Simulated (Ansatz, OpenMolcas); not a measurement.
**How basis sets differ on BNH3F3 (SMILES [NH3+][B-](F)(F)F)**

The species is BNH3F3 (8 atoms), meant as a singlet with charge 0. As SMILES, `[NH3+][B-](F)(F)F`. The coordinates come from a PBE0-D4/def2-TZVP relaxation.

Each level gives the HOMO–LUMO gap (eV). The values are calculated.

| level | kind | program | value (eV) | CPU time |
| --- | --- | --- | --- | --- |
| HF/STO-3G | Hartree–Fock | Ansatz | 23.90 | 0.23 s |
| HF/3-21G | Hartree–Fock | Ansatz | 20.09 | 1.6 s |
| HF/def2-SV(P) | Hartree–Fock | Ansatz | 18.55 | 0.54 s |
| HF/cc-pVDZ | Hartree–Fock | OpenMolcas | 18.51 | 6.5 s |
| HF/def2-SVP | Hartree–Fock | Ansatz | 18.54 | 4.7 s |

The values span 18.51 to 23.90 eV. A Hartree–Fock LUMO above zero doesn't converge with the basis: it sinks as sets grow more diffuse. Orbital gaps aren't excitation energies. Times are those of the runs behind each value, whatever else they computed, on shared processors of several kinds: orders of magnitude only.
